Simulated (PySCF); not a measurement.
# Bonding in `CCC[C@@H]1C[C@H]1C`

Compound: C₇H₁₄.
Atom-mapped SMILES: `[CH3:1][CH2:2][CH2:3][C@@H:4]1[CH2:5][C@H:6]1[CH3:7]` (hydrogens: H8, H9, H10 on C1; H11, H12 on C2; H13, H14 on C3; H15 on C4; H16, H17 on C5; H18 on C6; H19, H20, H21 on C7)

Geometry (GFN2-xTB, Å), atoms numbered from 1 in this order:
```
atom  x, y, z in Å
C1    -3.2537    0.2549    0.0376
C2    -1.9172   -0.4370   -0.1996
C3    -0.7400    0.5190   -0.0034
C4     0.5861   -0.1798   -0.1878
C5     1.1887   -0.9513    0.9509
C6     1.8192    0.3324    0.4962
C7     3.1496    0.3164   -0.2130
H8    -4.0777   -0.4406   -0.1047
H9    -3.3836    1.0852   -0.6536
H10   -3.3056    0.6444    1.0523
H11   -1.8128   -1.2761    0.4916
H12   -1.8891   -0.8391   -1.2150
H13   -0.7870    0.9447    1.0017
H14   -0.8212    1.3434   -0.7179
H15    0.7232   -0.5976   -1.1787
H16    1.7007   -1.8767    0.7345
H17    0.6627   -0.9575    1.8937
H18    1.6864    1.1898    1.1460
H19    3.2374   -0.5637   -0.8459
H20    3.9663    0.3044    0.5076
H21    3.2587    1.2016   -0.8381
```

Bond orders from the PBE0/pcSseg-1 density (PySCF). The structure is a single GFN2-xTB conformer in the gas phase; no vibrational or solvent corrections.

Problem. How far do the computed orders between heavy atoms stray from the drawn ones?

Solution. The largest departure is 0.089, at C6–C4 (drawn single, 0.911).

Problem. Give the Mayer order of every bond, beside its length.

Solution. 
```json
{"bond": "C1–C2", "drawn as": "single", "length (Å)": "1.524", "Mayer order": "1.064"}
{"bond": "C2–C3", "drawn as": "single", "length (Å)": "1.529", "Mayer order": "1.025"}
{"bond": "C3–C4", "drawn as": "single", "length (Å)": "1.510", "Mayer order": "1.029"}
{"bond": "C4–C5", "drawn as": "single", "length (Å)": "1.502", "Mayer order": "0.939"}
{"bond": "C5–C6", "drawn as": "single", "length (Å)": "1.501", "Mayer order": "0.947"}
{"bond": "C6–C7", "drawn as": "single", "length (Å)": "1.508", "Mayer order": "1.049"}
{"bond": "C6–C4", "drawn as": "single", "length (Å)": "1.500", "Mayer order": "0.911"}
{"bond": "C1–H8", "drawn as": "single", "length (Å)": "1.088", "Mayer order": "0.968"}
{"bond": "C1–H9", "drawn as": "single", "length (Å)": "1.088", "Mayer order": "0.967"}
{"bond": "C1–H10", "drawn as": "single", "length (Å)": "1.088", "Mayer order": "0.967"}
{"bond": "C2–H11", "drawn as": "single", "length (Å)": "1.092", "Mayer order": "0.953"}
{"bond": "C2–H12", "drawn as": "single", "length (Å)": "1.092", "Mayer order": "0.951"}
{"bond": "C3–H13", "drawn as": "single", "length (Å)": "1.093", "Mayer order": "0.945"}
{"bond": "C3–H14", "drawn as": "single", "length (Å)": "1.094", "Mayer order": "0.947"}
{"bond": "C4–H15", "drawn as": "single", "length (Å)": "1.084", "Mayer order": "0.950"}
{"bond": "C5–H16", "drawn as": "single", "length (Å)": "1.080", "Mayer order": "0.957"}
{"bond": "C5–H17", "drawn as": "single", "length (Å)": "1.080", "Mayer order": "0.956"}
{"bond": "C6–H18", "drawn as": "single", "length (Å)": "1.084", "Mayer order": "0.953"}
{"bond": "C7–H19", "drawn as": "single", "length (Å)": "1.088", "Mayer order": "0.961"}
{"bond": "C7–H20", "drawn as": "single", "length (Å)": "1.089", "Mayer order": "0.963"}
{"bond": "C7–H21", "drawn as": "single", "length (Å)": "1.089", "Mayer order": "0.965"}
```

Bonds between the same two heavy elements. C–C: lowest C6–C4 (0.911, 1.500 Å), highest C1–C2 (1.064, 1.524 Å); in 13 of the 21 pairs the longer bond (by over 0.003 Å) has the higher order (by 0.02 or more).

Problem. Sum the orders of all bonds at each heavy atom with more than one neighbour and set the sums beside the valence in the SMILES.

Solution. C1 3.966 (drawn 4), C2 3.993 (drawn 4), C3 3.946 (drawn 4), C4 3.829 (drawn 4), C5 3.799 (drawn 4), C6 3.860 (drawn 4), C7 3.938 (drawn 4). Orders between atoms that aren't bonded are not in these sums.

For a closed shell the Mayer order of atoms A and B is Σ (PS)μν (PS)νμ over the basis functions μ on A and ν on B, with P the density and S the overlap matrix.
